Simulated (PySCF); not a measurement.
Stepwise substitution at one centre (B CH3-SH). All species are isolated molecules in the gas phase. One relaxed conformer stands for each flexible species; it need not be the lowest. Strings in code marks are SMILES.

The HOMO from two functionals at the same geometries (B3LYP-D3(BJ)/def2-TZVP), both in PySCF: PBE-D3(BJ)/def2-TZVP and ωB97X-D3(BJ)/def2-TZVP. 

```
species                                                    PBE-D3(BJ)/def2-TZVP (eV)
---------------------------------------------------------  -------------------------
0 of 3 CH3 replaced by SH (`CB(C)C`)                                           -7.10
1 of 3 CH3 replaced by SH (`CB(S)C` (C–B–S–H torsion 2°))                      -6.65
2 of 3 CH3 replaced by SH                                                      -6.19
3 of 3 CH3 replaced by SH                                                      -6.36
```

Task: What does ωB97X-D3(BJ)/def2-TZVP give for each?

Result: 
- 0 of 3 CH3 replaced by SH (`CB(C)C`): -11.02
- 1 of 3 CH3 replaced by SH (`CB(S)C` (C–B–S–H torsion 2°)): -10.23
- 2 of 3 CH3 replaced by SH: -9.70
- 3 of 3 CH3 replaced by SH: -9.93
Over these rows, drawn at random from the members with no instability flagged (it was tested for open shells, ions and some series alone), PBE minus ωB97X-D3(BJ): mean +3.65 eV, from +3.51 eV to +3.91 eV.
